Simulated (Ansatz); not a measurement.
Species: AlBr2 (charge +1, singlet). It need not be the lowest isomer of its formula. SMILES: [Br][Al+][Br]
Geometry: optimised at B3LYP-D3(BJ)/def2-TZVP (Ansatz, a first-principles code).

Computed values are from Ansatz. Cores are frozen in the correlated levels unless marked. Open shells are spin-unrestricted. Spin-orbit coupling is left out. The frozen core is the preceding noble-gas configuration, with the filled d and f shells of earlier blocks. No relativistic terms. CBS(X,Y): correlation extrapolated as X^-3; Hartree-Fock from the larger set. [CCSD(T)-MP2]/basis is that difference in the basis named.

- vertical ionisation energy (to the doublet) = 17.37 eV at RI-MP2/CBS(def2-TZVPPD,def2-QZVPPD)+[CCSD(T)-MP2]/def2-TZVPPD
- vertical electron affinity (to the doublet; negative means unbound) = 6.45 eV at RI-MP2/CBS(def2-TZVPPD,def2-QZVPPD)+[CCSD(T)-MP2]/def2-TZVPPD
- total energy = -5387.1920 Eh at CCSD(T)/CBS(def2-TZVPP,def2-QZVPP)
- T1 diagnostic = 0.011 at CCSD/def2-QZVPP
